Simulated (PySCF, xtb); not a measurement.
Si(H)(Me)2(NH2) (C2H9NSi), SMILES C[SiH](C)N. One conformer was computed; it need not be the lowest.

Harmonic wavenumbers (cm⁻¹) from GFN2-xTB (xtb 6.7.1) at its own minimum, in rising order: 105, 117, 144, 188, 200, 239, 480, 611, 661, 678, 747, 780, 801, 815, 837, 864, 919, 1378, 1380, 1493, 1496, 1497, 1502, 1526, 2194, 3025, 3032, 3034, 3045, 3051, 3054, 3476, 3511.

What does B3LYP-D3(BJ)/def2-SVP (PySCF 2.14.0) give at its own minimum? (Estimate from the structure and the level; the computed values follow.)

147, 150, 170, 208, 248, 269, 401, 607, 631, 683, 689, 759, 800, 855, 884, 912, 939, 1266, 1272, 1430, 1431, 1438, 1443, 1548, 2199, 3017, 3025, 3104, 3109, 3110, 3127, 3555, 3644. Paired by order, the mean absolute difference is 47 cm⁻¹ and the zero-point energies are 67.0 and 67.3 kcal/mol.
